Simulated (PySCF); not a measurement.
In(H)(Cl)(NH2) (ClH₃InN), SMILES [NH2][InH][Cl].

Coordinates come from a PBE0-D3(BJ)/def2-SVP optimisation. The def2 effective core potentials stand for the cores of In; spin–orbit coupling is left out. One conformer was computed; it need not be the lowest.

Calculation: PBE0-D3(BJ)/def2-SVP run with PySCF.

Frequencies are harmonic and unscaled.

```csv
mode,ν (cm⁻¹),IR (km/mol),Raman (Å⁴/amu),depolarisation,moving atoms (share of kinetic energy)
1,120,5.1,3.2,0.75,"N 45 %, Cl 23 %, H 17 %, In 15 %"
2,239,180.5,2.4,0.08,"H 77 %, N 22 %"
3,315,22.7,1.0,0.53,H 92 %
4,359,67.2,4.1,0.21,"Cl 73 %, In 23 %"
5,429,11.4,4.3,0.65,H 97 %
6,463,81.4,17.6,0.58,H 93 %
7,635,29.6,20.5,0.27,"N 71 %, H 18 %, In 11 %"
8,737,69.5,1.1,0.75,"H 86 %, N 13 %"
9,1508,10.8,3.8,0.75,"H 91 %, N 9 %"
10,1875,110.7,192.1,0.22,H 99 %
11,3601,26.9,189.9,0.11,H 96 %
12,3717,34.6,104.4,0.74,"H 91 %, N 9 %"
```
